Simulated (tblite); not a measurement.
Isomers of C8H9O2P. Calculated harmonic vibrations of the isolated species, GFN2-xTB (tblite), most abundant isotopes, no scaling. Against measured fundamentals such values can be off by several per cent, at times by over 20. One conformer each.

Electronic energies: GFN2-xTB at the same geometries; isomer energies are rough at this level and their order can be wrong.

```tsv
SMILES	electronic energy, lowest = 0 (kJ/mol)
COC(=O)c1cccc(C)p1	85.8
CC(=O)c1pcoc1C1CC1	152.2
COc1cc(C)cc(C=O)p1	158.9
O=P1(c2ccco2)CC=CC1	0.0
```

How do GFN2-xTB zero-point energies change the relative energies?

```json
{"SMILES": "O=P1(c2ccco2)CC=CC1", "ZPE (kJ/mol)": "393.4", "of it from modes above 1550 cm⁻¹": "184.0", "electronic (kJ/mol)": "0.0", "with ZPE, lowest = 0 (kJ/mol)": "0.0", "lowest mode (cm⁻¹)": "29", "rings": "2"}
{"SMILES": "COC(=O)c1cccc(C)p1", "ZPE (kJ/mol)": "392.7", "of it from modes above 1550 cm⁻¹": "182.7", "electronic (kJ/mol)": "85.8", "with ZPE, lowest = 0 (kJ/mol)": "85.1", "lowest mode (cm⁻¹)": "43", "rings": "1"}
{"SMILES": "CC(=O)c1pcoc1C1CC1", "ZPE (kJ/mol)": "395.7", "of it from modes above 1550 cm⁻¹": "176.0", "electronic (kJ/mol)": "152.2", "with ZPE, lowest = 0 (kJ/mol)": "154.4", "lowest mode (cm⁻¹)": "38", "rings": "2"}
{"SMILES": "COc1cc(C)cc(C=O)p1", "ZPE (kJ/mol)": "389.8", "of it from modes above 1550 cm⁻¹": "180.1", "electronic (kJ/mol)": "158.9", "with ZPE, lowest = 0 (kJ/mol)": "155.2", "lowest mode (cm⁻¹)": "28", "rings": "1"}
```

The zero-point energies span 5.9 kJ/mol, from `COc1cc(C)cc(C=O)p1` to `CC(=O)c1pcoc1C1CC1`. The order is unchanged.

What do entropy and thermal enthalpy add at 298.15 K and 1 bar (rigid rotor, harmonic oscillator, one conformer each)?

```csv
SMILES,point group,symmetry number,S (J/(mol K)),H − H(0) (kJ/mol),ZPE + H − H(0) − TS (kJ/mol)
O=P1(c2ccco2)CC=CC1,C1,1,426.2,29.50,295.9
COC(=O)c1cccc(C)p1,Cs,1,457.2,33.39,289.8
CC(=O)c1pcoc1C1CC1,Cs,1,437.5,31.10,296.3
COc1cc(C)cc(C=O)p1,C1,1,453.5,33.40,288.0
```
